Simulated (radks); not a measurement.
Results of a calculation; reference values are marked as such.
Task: All-electron atom: Pr3+ in [Xe] 4f1.5 6p0.5 (fractional occupations, a model configuration). Code: a radial shooting solver on a logarithmic mesh with Libxc functionals. Model: Dirac Kohn-Sham, PBE, spin-unpolarised, spherical densities, point nucleus; open shells are shared between the two j in proportion to 2j + 1.

Spin-orbit splittings of the eigenvalues, e(l+1/2) - e(l-1/2), with zeta = 2 splitting/(2l+1) and mean radii in bohr:

shell  occ.  splitting (eV)  zeta (eV)  <r> j=l-1/2  <r> j=l+1/2
2p        6               ?          ?      0.08606      0.09237
3p        6           95.50      63.67       0.2617       0.2740
3d       10           20.57      8.229       0.2453       0.2491
4p        6           20.77      13.84       0.6377       0.6649
4d       10           3.682      1.473       0.7144       0.7240
4f      1.5          0.4251     0.1215       0.9672       0.9752
5p        6           3.287      2.191        1.600        1.671
6p      0.5          0.6295     0.4197        3.738        3.863

Estimate the 2p splitting.

Result: 482.2 eV (zeta = 321.4 eV).
